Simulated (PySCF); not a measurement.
Species: CH9BrOSi3.
SMILES with atom numbers: `[SiH3:1][CH2:2][SiH2:3][O:4][SiH2:5][Br:6]` (hydrogens: H7, H8, H9 on Si1; H10, H11 on C2; H12, H13 on Si3; H14, H15 on Si5)

Structure used (PBE0-D3(BJ)/def2-SVP), in Å, numbered top down from 1:
```xyz
15
CH9BrOSi3 angstrom
Si    -1.3964    1.6344    0.4212
C     -0.8764   -0.0812   -0.1601
Si     0.7578   -0.7132    0.4870
O      1.9851    0.3391    0.0615
Si     2.7776    1.7208    0.4554
Br     2.1330    2.3976    2.4788
H     -2.7172    2.0041   -0.1749
H     -0.3891    2.6544   -0.0018
H     -1.5145    1.6642    1.9097
H     -0.8435   -0.0858   -1.2634
H     -1.6577   -0.8034    0.1383
H      0.7148   -0.8431    1.9737
H      1.0979   -2.0312   -0.1210
H      4.2394    1.4665    0.5141
H      2.4445    2.8021   -0.5068
```

The calculation used TDDFT CAM-B3LYP/def2-SVPD, vertical, gas phase, core orbitals frozen in the response in PySCF 2.14.0, density-fitted response routines. The CAM-B3LYP/def2-SVPD calculation is non-relativistic and has no spin–orbit coupling, an omission that weighs most on bromine.

Ground-to-excited transition dipoles (e·a0, same axes as the geometry; the sign carries no meaning), for the states with f of 0.002 or more among the lowest 8:

```
state  E (eV)      μx      μy      μz
   S1   7.045   0.277  -0.182   0.174
   S2   7.341   0.321   0.255  -0.064
   S4   7.807   0.284   0.025   0.064
   S5   7.931  -0.048  -0.043  -0.177
   S6   7.955   0.152   0.015   0.011
   S7   8.004  -0.012   0.227   0.080
   S8   8.029   0.178   0.140   0.031
```

Q: What oscillator strength does each state have?

A: f = (2/3) ΔE |μ|² with ΔE in hartree (27.2114 eV).

```csv
state,|μ|² (au),|μ| (D),f
S1,0.141,0.95,0.024
S2,0.172,1.05,0.031
S4,0.086,0.74,0.016
S5,0.035,0.48,0.007
S6,0.023,0.39,0.005
S7,0.058,0.61,0.011
S8,0.052,0.58,0.010
```

Q: Which bond between heavy atoms lies closest to the direction of the S2 transition dipole?

A: Si3–O4, at 6° from it; next O4–Si5 at 31°.

Q: What angle do the transition dipoles of S1 and S8 make?

A: |cos θ| = |μa·μb| / (|μa| |μb|) = 0.34, so θ ≈ 70° (taken between 0 and 90°, since the signs are arbitrary).

All these states lie below the vertical ionisation energy of 10.45 eV (ΔSCF).

One conformer stands for the species.

Without π bonds the low states may be Rydberg-like; a valence basis with one diffuse set may place them up to an eV too high.
